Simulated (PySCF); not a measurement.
**Cs₂ and its ions**

PBE0; Cs def2-TZVP with ECP46; scalar-relativistic core potentials (PySCF 2.14). Neutral (UKS): singlet (closed shell), Re = 4.764 Å, ωe = 41.3 cm⁻¹, De = 0.41 eV, HOMO -2.61 eV, LUMO -1.16 eV.

Cs₂⁺ (UKS): doublet (σ ↑), Re = 5.426 Å, ωe = 29.8 cm⁻¹, De = 0.73 eV to Cs⁺ + Cs. The energies at the minima are -40.29498 hartree for Cs2 and -40.16339 for Cs₂⁺.

Problem. Work out the adiabatic ionisation energy, without and with harmonic zero-point energies (1 hartree = 27.2114 eV, 1 eV = 8065.5 cm⁻¹), and the change of the bond length.

Solution. At PBE0: 0.13159 hartree = 3.581 eV between the minima; the zero-point term (29.8 − 41.3)/2 cm⁻¹ = -0.001 eV makes it 3.580 eV. Re changes by +66.2 pm against the neutral. Minus the HOMO energy is 2.61 eV, -0.97 eV from the value between the minima; self-interaction puts the Kohn–Sham level too high, less so with exact exchange. The electron leaves a σ orbital, and the longer bond of the ion fits a bonding orbital, or a change in how ionic the bond is.

Closed-shell solutions of metal pairs were not tested for spin polarisation, which can lower them a little. Weak bonds: Cs2. Basis-set superposition, not corrected here, can be much of De in a small basis, most of all at correlated wavefunction levels. Spin–orbit coupling is left out. States were picked by a PBE0 search and need not be the measured ground states.
